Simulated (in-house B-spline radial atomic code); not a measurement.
## Ionising Tl⁴⁺ with different functionals

Computed with an all-electron radial atomic-structure program (B-spline basis): scalar-relativistic (spin-free X2C) Hamiltonian, Fermi nucleus of rms radius 5.4759 fm, spin-polarised at highest spin, spherical fractional occupations for the functionals, and exact exchange of hybrids averaged over the configuration. The ionisation energy is the difference of two self-consistent energies, [Xe] 4f14 5d9 → [Xe] 4f14 5d8, without Breit or QED terms; ε is the level of the shell that loses the electron (its least bound occupied spin orbital). There is no spin-orbit coupling in this Hamiltonian.

```csv
method,rung,ΔSCF (eV),-ε(5d) (eV)
PBE0,global hybrid,66.65,61.17
B3LYP,global hybrid,66.71,60.77
TPSSh,global hybrid,66.62,59.82
BHandHLYP,global hybrid,66.46,63.20
r2SCAN0,global hybrid,66.80,61.38
B97-1,global hybrid,66.66,60.80
HSE06,range-separated hybrid,66.61,60.72
wB97X,range-separated hybrid,66.41,63.60
CAM-B3LYP,range-separated hybrid,66.64,62.66
LC-wPBE,range-separated hybrid,66.52,63.95
```

Problem. Among the functionals, which spreads more, the ΔSCF values or the orbital energies?

Solution. The orbital energies: ΔSCF values span about 0.39 eV and the orbital energies 4.13 eV; here energy differences depend much less on the functional than eigenvalues do.

Problem. How do they compare with the NIST value?

Solution. NIST lists 62.6 eV ± 0.4 (measured, ground level to ground level). Errors run from +3.81 to +4.20 eV. The correlated functionals all miss on the same side by more than they spread, so the cause is common to them (spin-orbit coupling, Breit-QED terms, multiplet and fine-structure energies, or a listed next ion that isn't the cheapest removal here) and closeness doesn't rank the functionals.
